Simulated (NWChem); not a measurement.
System: C4H3N2, doublet; SMILES c1ccn[c]n1

Program: NWChem. Spin-unrestricted. Medium grid unless said otherwise, to which SCAN and Minnesota functionals are sensitive. In the optimisation the excess spin sits in a1 (C2v, its own frame). Structure relaxed at the PBE0/def2-SVP, spin-unrestricted level. No frequency run checked for a minimum. No stability test was run on the SCF state. B3LYP is NWChem's, with the RPA form of VWN correlation.

### Question
Order these by “highest occupied level (eV)”, lowest first: B3LYP/def2-SVP; M06-L/def2-SVP; LDA (Slater exchange, VWN5)/def2-SVP; M05-2X/def2-SVP; LRC-wPBEh/def2-SVP.

### Answer
LRC-wPBEh/def2-SVP (-8.54), M05-2X/def2-SVP (-8.05), B3LYP/def2-SVP (-6.25), M06-L/def2-SVP (-5.35), LDA (Slater exchange, VWN5)/def2-SVP (-4.83)
